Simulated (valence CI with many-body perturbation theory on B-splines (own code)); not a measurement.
Values are calculated unless marked as measured or tabulated.
# Assign the levels of Nb²⁸⁺

Method: relativistic CI+MBPT: three valence electrons over a frozen Dirac-Fock core [Ne], a basis of 11 s, 11 p, 9 d, 7 f, 5 g, 2 h, 1 i functions for each j, with the one-electron correlation potential Σ1 (screened to all orders), the two-electron term Σ2, the three-electron term Σ3, Breit, model QED; selected single and double excitations, second order for the rest (own B-spline code, finite nucleus).

The last digits are not significant, and no measured levels were compared; by estimate large intervals hold to a few tenths of a per cent, small ones and those within an open d or f shell to about a per cent.

```tsv
No.	J	Parity	E (cm⁻¹)	g
1	1/2	odd	0	0.661
2	3/2	odd	181970	1.331
3	1/2	even	517940	2.525
4	3/2	even	629830	1.705
6	3/2	even	772650	0.863
12	5/2	even	1105300	1.200
14	3/2	odd	1434200	0.661
18	7/2	odd	1530900	1.255
21	1/2	odd	1559000	0.287
22	1/2	odd	1582100	0.650
```

Energies count from the lowest level. Strongly mixed levels and levels close to another of their J and parity are left out, so the numbers can have gaps.

Q: Give configuration and LS term of each level.

A: 1: 3s2 3p 2P°; 2: 3s2 3p 2P°; 3: 3s 3p2 4P; 4: 3s 3p2 4P; 6: 3s 3p2 2D; 12: 3s2 3d 2D; 14: 3s 3p 3d 4F°; 18: 3s 3p 3d 4F°; 21: 3s 3p 3d 4D°; 22: 3p3 2P°.
